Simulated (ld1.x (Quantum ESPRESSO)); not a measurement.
Which setting gave this result? (Ag, ultrasoft)

Base potential:

silver (Ag), ultrasoft, made with ld1.x (Quantum ESPRESSO) 7.5 (PBE, scalar-relativistic). Core [Kr], reference 4d10 5s1 5p0. Waves: 5s (bound): rcut 1.95, rcutus 2.55 bohr; 5s channel at 0.15 Ry: rcut 1.95, rcutus 2.55 bohr; 5p (bound, empty): rcut 3.25, rcutus 3.75 bohr; 5p channel at 2.3 Ry: rcut 3.25, rcutus 3.75 bohr; 4d (bound): rcut 1.60, rcutus 1.95 bohr; 4d channel at 0.85 Ry: rcut 1.60, rcutus 1.95 bohr. Local part: all-electron potential smoothed inside 3.40 bohr (lloc = -1). Core correction: none. Augmentation charge: PSQ, inside the norm-conserving radii.

Cutoffs, loose and tight: the cutoffs (Ry, on a coarse ladder) from which the occupation-weighted sum of valence levels, in a spherical-Bessel basis at the reference potential, stays within 10 and 1 mRy of its value at 400 Ry. They do not see the model core or the augmentation charge, which bear on the density cutoff. Test errors are all-electron minus pseudo excitation energies from the reference, over the configurations 4d10 5s0 5p0; 4d9 5s0 5p0; 4d8 5s0 5p0; 4d10 5s0.5 5p0; 4d9 5s1 5p0; 4d10 5s0 5p1; 4d9 5s1 5p1; variants that change the core or the reference have their own tests. The largest error is taken over the tests solved by every variant that gives reliable tests at all, those not shown here included: 4d10 5s0 5p0; 4d10 5s0 5p1; 4d10 5s0.5 5p0; 4d9 5s1 5p1.

Only the d radius is moved (1 further runs of the sweep failed or gave no value and are left out):

| d radius (bohr) | cutoff, loose | cutoff, tight | bound ghosts | largest test error (meV) |
| --- | --- | --- | --- | --- |
| 1.26 | 70 Ry | 120 Ry | none | -66 |
| 1.48 | 50 Ry | 90 Ry | none | -72 |
| 2.08 | 25 Ry | 40 Ry | none | -20 |
| 2.26 | 21 Ry | 35 Ry | none | +11 |
| 2.46 | 18 Ry | 30 Ry | none | -15 |
| 2.7 | 15 Ry | 21 Ry | none | -90 |
| 2.94 | 12 Ry | 18 Ry | none | -122 |

**Question.** One more run gave cutoff, loose: 40 Ry; cutoff, tight: 70 Ry; bound ghosts: none; largest test error (meV): -91. Which value of the d radius was used?

**Answer.** 1.7 bohr. The loose cutoff moves one way along this sweep, from 70 Ry at 1.26 to 12 Ry at 2.94 bohr, which places the run between 1.48 and 2.08 bohr.
